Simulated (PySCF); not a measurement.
The complex [TiCl6]3- (charge -3) contains Ti(III), shell d1. The structure is a model geometry with rigid ligands and bond lengths from ionic radii and bond length changed to 1.02 of its base value, not a minimum; coordination octahedral, point group Oh, metal–donor distances 2.43 Å.

```
7

Ti    0.000    0.000    0.000
Cl    0.000    0.000    2.428
Cl    0.000    0.000   -2.428
Cl    2.428    0.000    0.000
Cl   -2.428    0.000    0.000
Cl    0.000    2.428    0.000
Cl    0.000   -2.428    0.000
```

Method (PySCF 2.14, density fitting): CASSCF(1,5) with orbitals averaged over all microstates of the shell, strongly contracted NEVPT2 on the averaged canonical orbitals; basis x2c-TZVPall on the metal, x2c-SVPall elsewhere; spin-free X2C; IEF-PCM water; spin-orbit coupling by state interaction with the mean-field operator over all roots.

Problem. Which term lies lowest, and with what spin?

Solution. 2T2g (S = 1/2, orbital degeneracy 3), with 1.0 electrons in the lower (t2g-type) set and 0.0 in the upper (eg-type) set, by NEVPT2.

Problem. List the excited states of the same spin.

Solution. By NEVPT2: 2Eg at 13516 cm⁻¹ (740 nm). All are electric-dipole forbidden at this geometry.

Problem. What ligand-field parameters describe the result?

Solution. At NEVPT2 level: orbital energies 0, 0, 0, 13516, 13516 cm⁻¹; 10Dq = 13516 cm⁻¹; ζ = 124 cm⁻¹ (free ion 152).

Problem. What are the magnetic parameters?

Solution. Degenerate or low-lying orbital states mix with the ground state, so no spin-only Hamiltonian applies. The lowest spin-orbit level is 4-fold; the next lies at 214.3 cm⁻¹. μeff is 1.90 μB at 300 K and 0.44 μB at 10 K; the spin-only value is 1.73 μB.

Charge-transfer states lie outside this active space and may come lower than some of these levels. The ground state is orbitally degenerate in this regular structure, which would distort (Jahn–Teller), so its moment is that of the undistorted model. NEVPT2 lifts 2Eg from 11827 to 13516 cm⁻¹; on the d shell alone it tends to overshoot states that fill the eg-type orbitals. NEVPT2 on the d shell alone tends to put d–d bands too high for such charged or covalently bound ions.

The job took 20 s on one thread of Arm Neoverse V1 (shared host), with 156 basis functions, launched as `OMP_NUM_THREADS=1 python lf_run.py task.json out`.
